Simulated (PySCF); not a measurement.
CH5ClFNSi2, SMILES [Si@@H]1(Cl)NC[Si@H]1F. The structure is a stationary point at B3LYP-D3(BJ)/def2-SVP. The structure was generated by enumeration; whether it is a known compound was not checked.

**Question.** Give the equilibrium geometry at B3LYP-D3(BJ)/def2-SVP (PySCF confirms it by a frequency run) as bond lengths and angles. (An estimate is asked for; the answer gives what the named calculation found.)

**Answer.** 
Atoms: F1 Si2 C3 N4 Si5 Cl6 H7 H8 H9 H10 H11. Bonded distances (Å): F1–Si2 1.635, Si2–C3 1.920, Si2–Si5 2.333, Si2–H7 1.487, C3–N4 1.476, C3–H8 1.107, C3–H9 1.106, N4–Si5 1.735, N4–H10 1.016, Si5–Cl6 2.101, Si5–H11 1.486. Angles (°): F1–Si2–C3 112.7, F1–Si2–Si5 118.7, F1–Si2–H7 106.6, C3–Si2–Si5 76.3, C3–Si2–H7 117.0, Si5–Si2–H7 122.9, Si2–C3–N4 96.5, Si2–C3–H8 113.6, Si2–C3–H9 112.3, N4–C3–H8 113.6, N4–C3–H9 112.9, H8–C3–H9 107.8, C3–N4–Si5 110.8, C3–N4–H10 118.3, Si5–N4–H10 130.2, Si2–Si5–N4 76.1, Si2–Si5–Cl6 115.1, Si2–Si5–H11 128.5, N4–Si5–Cl6 115.3, N4–Si5–H11 115.6, Cl6–Si5–H11 104.4.
Charge 0, spin multiplicity 1.
